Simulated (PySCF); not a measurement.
## Unknown compound

An unknown has the formula C4H9PSi2. Its calculated NMR data are:

¹H NMR (400 MHz, computed): δ 7.62 (m, 1H), 6.82 (m, 1H), 4.81 (m, 2H), 4.76 (m, 2H), 2.02 (t, 1H), 0.96 (m, 2H).

¹³C{¹H} NMR (computed): δ 155.0 (CH), 153.3 (CH), 106.5 (CH), 84.0 (C).

Computed data (PySCF 2.14): GFN2-xTB structure, PBE0/pcSseg-1 with gauge-including orbitals. One computed conformer, no relativistic terms, no solvent model, averaged over atoms made equivalent by symmetry, fast rotation or ring inversion.

References, each an isolated molecule treated in the same way: TMS for ¹H, ¹³C.

Question: Propose a structure and justify it.

Answer: 
- 4 carbon signals for 4 carbons: no two carbons are equivalent.
- Carbon types of the structure: 1 × C, 3 × CH, leaving 6 H on heteroatoms.
- δC 155.0, 153.3: alkene CH; as expected for a trigonal carbon in a double bond.
- δC 106.5: terminal alkyne carbon.
- δC 84.0: alkyne carbon; the triple bond shields along its axis, which puts it between sp3 and sp2 carbons.
- δH 7.62, 6.82: hydrogen on an alkene CH; attached to an sp2 carbon and in the plane of the double bond.
- δH 4.81: hydrogen on a silicon bonded to C, P.
- δH 2.02: hydrogen on a terminal alkyne carbon; it lies on the axis of the triple bond, in its shielding cone.
- δH 0.96: hydrogen on a phosphorus bonded to Si.

The compound is SMILES C#C[SiH2]/C=C/[SiH2]P.

This is the structure that produced the data.

Splittings by ³¹P in the carbon and heteronuclear signals aren't shown, as no couplings were computed. Shifts are as computed. Against solution values, carbons near 30 ppm lie about +3 ppm off and those near 130 ppm about +5 ppm. Of 1211 compounds with measured shifts, 218 miss one by over three times the rms of a fit or turn the order of signals round; such compounds aren't used in these exercises. Multiplicities follow the n + 1 count of equivalent neighbours, as no J values were calculated; m marks all less simple cases, F and P coupling included.
